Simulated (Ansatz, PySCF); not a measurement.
Gas-phase reaction (SMILES): C[O][Al]([NH2])[O]C + N (NH3) -> C[O][Al]([NH2])[NH2] + CO (CH4O) [methanol]; ammonia cleaves one Al-O bond, a model of a ligand-exchange step.

Each molecule is optimised on its own at B3LYP-D3(BJ)/def2-TZVP (Ansatz, a first-principles code), one conformer each, not searched for the lowest. Valence correlation only, unless marked. No spin-orbit coupling. Non-relativistic. Basis-set limits of correlation are two-point, X^-3; Hartree-Fock from the larger set. Thermal terms are rigid-rotor harmonic-oscillator values from B3LYP-D3(BJ) frequencies (Ansatz or PySCF) at 298.15 K and 1 atm. 1 Eh = 627.5095 kcal/mol.

```
species               E, CCSD(T)/CBS(cc-pV(T+d)Z,cc-pV(Q+d)Z) (Ansatz) (Eh)  E, PBE0-D4/def2-TZVPD (Ansatz + dftd4) (Eh)  H - E (Eh)
--------------------  -----------------------------------------------------  -------------------------------------------  ----------
C[O][Al]([NH2])[O]C                                              -528.09527                                   -528.47957     0.12052
N (NH3)                                                           -56.50369                                    -56.51535     0.03799
C[O][Al]([NH2])[NH2]                                             -468.97136                                   -469.33740     0.10237
CO (CH4O)                                                        -115.60979                                   -115.64059     0.05533
```

**Question.** Work out ΔE and ΔH at 298.15 K at the first level, then ΔH at the second.

**Answer.** 
1. ΔE = [(-468.97136) + (-115.60979)] - [(-528.09527) + (-56.50369)] = 0.01781 Eh = 11.2 kcal/mol at CCSD(T)/CBS(cc-pV(T+d)Z,cc-pV(Q+d)Z).
2. The terms H - E add up to -0.00081 Eh, so ΔH = (0.01781 + (-0.00081))×627.5095 = 10.7 kcal/mol.
3. At PBE0-D4/def2-TZVPD the same steps give ΔE = 10.6 and ΔH = 10.1 kcal/mol, a shift of -0.6 from the first level.
4. These values are not checked against measurement here, since the tables used lack a sound gas-phase enthalpy of formation for at least one species.
